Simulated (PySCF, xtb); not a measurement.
Si(H)2(Br)(Et) (C₂H₇BrSi), SMILES [SiH2](Br)CC.

GFN2-xTB run with xtb at its own geometry gives an orbital gap of 5.56 eV and a dipole moment of 5.53 D.

Coordinates come from a B3LYP-D3(BJ)/def2-SVP optimisation. Other conformers were not sampled.

Q: What does PBE/def2-TZVP run with PySCF give? (An estimate is asked for; the answer gives what the named calculation found.)

A: gap 6.01 eV (levels -6.89 and -0.88 eV), dipole 1.99 D.
